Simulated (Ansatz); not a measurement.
CH$_{7}$B$_{2}$In, SMILES `BB[CH2][InH2]` at its PBE0-D4/def2-TZVP geometry, where that method's forces vanish. Total charge 0; spin multiplicity 1. In takes the def2 core potential.

```xyz
11

B     1.1024   -0.0721    1.2499
B     0.9045    0.4116   -0.3253
C     0.1922   -0.2898   -1.4333
In   -1.5325    0.0032    0.0593
H     0.1881   -0.0967    2.0570
H     2.1586   -0.3320    1.7504
H     1.1574    1.5914   -0.4479
H     0.1125   -1.3753   -1.4785
H     0.0469    0.1870   -2.4001
H    -2.1952    1.5228    0.4911
H    -2.1350   -1.5502    0.4774
```

Question: What forces (eV/Å) does r2SCAN-D4/def2-TZVPP give on these atoms in Ansatz 0.2.0? (An estimate is asked.)

Answer: Ansatz gave: 
```
B1  -0.028  0.042 -0.079
B2   0.033 -0.014  0.162
C3  -0.024 -0.021 -0.111
In4 -0.027 -0.010  0.058
H5   0.023  0.000 -0.003
H6  -0.027  0.006  0.000
H7   0.006 -0.014  0.000
H8  -0.001  0.023 -0.002
H9   0.001 -0.015 -0.001
H10  0.021 -0.030 -0.012
H11  0.021  0.032 -0.012
```
